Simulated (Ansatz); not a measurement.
`C[SiH](O)S` + PH₃ → `O[SiH](P)S` + CH₄  (ligand exchange at the Si–C bond)

Calculated with Ansatz (gas phase, PBE0-D4/def2-TZVP geometries, no zero-point term in ΔE). CBS: MP2 limit from def2 TZ/QZ plus the TZ coupled-cluster correction, frozen cores. This one scheme is used for every species. DFT in def2-TZVPP. One conformer a species, not always the lowest.

`C[SiH](O)S`:

Z-matrix (Å, degrees):
```
C
Si 1 1.852
H 1 1.092 2 110.6
H 1 1.093 2 110.2 3 120.2
H 1 1.092 2 110.7 3 -120.3
O 2 1.646 1 105.8 3 -177.6
S 2 2.141 1 113.0 3 59.5
H 2 1.487 1 112.4 3 -55.4
H 6 0.959 2 116.8 1 -171.3
H 7 1.345 2 94.6 1 54.7
```

PH₃:

```xyz
4

P    -0.456    0.325    0.154
H     0.671    0.849   -0.531
H    -0.560   -0.793   -0.715
H     0.345   -0.380    1.091
```

`O[SiH](P)S`:

Cartesian coordinates in Å:
```
O 0.278 -1.471 1.020
Si 0.183 -0.282 -0.111
P -1.573 1.064 0.293
S 1.850 1.056 -0.079
H 0.450 -1.202 1.924
H 0.138 -1.014 -1.396
H -2.509 0.059 -0.074
H -1.532 1.636 -1.005
H 2.716 0.153 -0.571
```

CH₄:

Z-matrix (Å, degrees):
```
C
H 1 1.090
H 1 1.090 2 109.5
H 1 1.090 2 109.5 3 -120.0
H 1 1.090 2 109.5 3 120.0
```

```
             level  ΔE (eV)
         revPBE-D4    -0.29
            B97M-V    -0.23
               PBE    -0.26
              BLYP    -0.19
           r2SCAN0    -0.20
           LC-ωPBE    -0.17
SCS-MP2/def2-TZVPP    -0.15
     HF/def2-QZVPP    -0.08
```

(1) What does CCSD(T)/CBS give? (Best estimate.)

Largest T1 diagnostic among the species: 0.013.

Answers

(1) Ansatz gave: -0.19 eV. The listed levels differ from it by -0.10, -0.04, -0.07, 0.00, -0.01, 0.02, 0.04, 0.11 eV.

From BLYP to BHLYP (50 % exact exchange), in def2-TZVPP and without D4, ΔE moves by +0.06 eV. In def2-TZVPP, CCSD(T) changes the Hartree–Fock value by −0.08 eV (the triples alone add −0.03 eV) and MP2 by −0.10 eV.
